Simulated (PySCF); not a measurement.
Species: C₃HCl₂NO.
SMILES: `Clc1cnc(Cl)o1`

Level: B3LYP/def2-SVPD in PySCF, non-relativistic, on one gas-phase PBE0-D3(BJ)/def2-SVP geometry that isn't relaxed in the solvent. The solvent is an IEF-PCM continuum (cavity from Bondi-type radii × 1.2). Only the electrostatic response of the medium enters.

```tsv
medium	total energy (Eh)	HOMO (eV)	LUMO (eV)	dipole (D)
gas phase	-1164.841046	-7.111	-1.066	1.111
dimethylsulfoxide (ε = 46.83)	-1164.846001	-6.990	-0.981	1.524
```

Problem. What is E(solvent) − E(gas) in dimethylsulfoxide, in kcal/mol?

Solution. -1164.846001 − (-1164.841046) = -0.004955 Eh = -3.11 kcal/mol.

Problem. Scale it by Onsager's factor (ε − 1)/(2ε + 1) to chloroform (ε = 4.711), and compare with the calculation.

Solution. The factor goes from 0.484 to 0.356, a ratio of 0.735, which gives -2.29 kcal/mol. The calculation gives -2.19 kcal/mol (total energy -1164.844533 Eh), so the scaled value is 4.5 % too large in size.

Problem. Scale the changes of the other columns the same way. What are the values in chloroform?

Solution. 
```tsv
quantity	scaled	computed	difference
HOMO (eV)	-7.022	-7.014	-0.008
LUMO (eV)	-1.003	-0.993	-0.010
dipole (D)	1.415	1.391	+0.024
```

Problem. How does each lowering split into the polarisation term (half the interaction with the induced surface charges) and the distortion of the solute's density?

Solution. dimethylsulfoxide: -3.55 + 0.44 kcal/mol, the distortion taking back 12 % of the polarisation term; chloroform: -2.40 + 0.21 kcal/mol, the distortion taking back 9 % of the polarisation term.

Hardware: an Intel Xeon 6975P-C with one thread (shared host). Cost: 11 s of wall time, 0.77 GiB resident at most. This is the whole response run at B3LYP/def2-SVPD in chloroform, SCF included.
